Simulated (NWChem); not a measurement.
# BN₂H₅O; SMILES NB(N)O

```xyz
9

B      0.0190    -0.0111     0.0000
O      1.4010    -0.0167     0.0000
H      1.7800     0.8641     0.0000
N     -0.6197    -1.2779     0.0000
H     -0.0786    -2.1295     0.0000
H     -1.6176    -1.4165     0.0000
N     -0.7266     1.2052     0.0000
H     -1.7352     1.2336     0.0000
H     -0.3045     2.1214     0.0000
```
Atoms are numbered in this order, from 1.

Level: PBE0/def2-SVP (NWChem), optimised geometry, unscaled harmonic frequencies. 

```
frequency (cm⁻¹)  IR intensity (km/mol)
----------------  ---------------------
47                                 21.4
132                                20.1
273                               407.4
375                                 1.4
422                                 9.8
440                                91.1
519                                 0.0
630                                28.3
829                                 7.6
868                                 3.9
910                                 2.0
1011                              125.8
1413                              275.2
1427                              131.9
1593                              127.8
1603                              317.8
3664                               38.8
3674                               29.6
3767                               22.5
3784                               32.2
3960                               53.2
```

- zero-point energy = 44.8 kcal/mol
- thermal correction to the enthalpy at 298.15 K (with zero-point energy) = 49.3 kcal/mol
- heat capacity Cv = 20.4 cal/(mol K)
- entropy at 298.15 K and 1 atm (symmetry number 1) = 76.2 cal/(mol K)
- dipole moment = 1.90 D

Rigid rotor and harmonic oscillator; modes under 100 cm⁻¹ make the entropy uncertain.
